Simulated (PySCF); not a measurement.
Calcium: highly charged ions in a basis for the neutral atom

Ca¹⁶⁺ [He] 2s2, Ca¹⁷⁺ [He] 2s1. All numbers are calculated (PySCF 2.14, the spin-free X2C one-electron Hamiltonian (Gaussian nucleus), in aug-cc-pVDZ-X2C). No spin-orbit coupling, so a gap to NIST mixes the basis error with missing relativistic terms.

Changed run: basis of the neutral atom used for a highly charged ion. This setting is unsound on purpose.

| species | method | sound run (hartree) | changed run (hartree) | converged |
| --- | --- | --- | --- | --- |
| Ca¹⁶⁺ | UHF | not run | -471.17987 | yes |
| Ca¹⁶⁺ | r2SCAN | not run | -471.22529 | yes |
| Ca¹⁶⁺ | M06-L | not run | -471.30178 | yes |
| Ca¹⁷⁺ | UHF | not run | -431.67878 | yes |
| Ca¹⁷⁺ | r2SCAN | not run | -431.71150 | yes |
| Ca¹⁷⁺ | M06-L | not run | -431.78784 | yes |

Ionisation energy of Ca¹⁶⁺:

```json
{"method": "UHF", "changed run (eV)": "1074.9", "NIST (eV)": "1086.8 ± 0.4"}
{"method": "r2SCAN", "changed run (eV)": "1075.2", "NIST (eV)": "1086.8 ± 0.4"}
{"method": "M06-L", "changed run (eV)": "1075.2", "NIST (eV)": "1086.8 ± 0.4"}
```

The contracted functions were made for the neutral atom and can be too rigid for a highly charged ion.
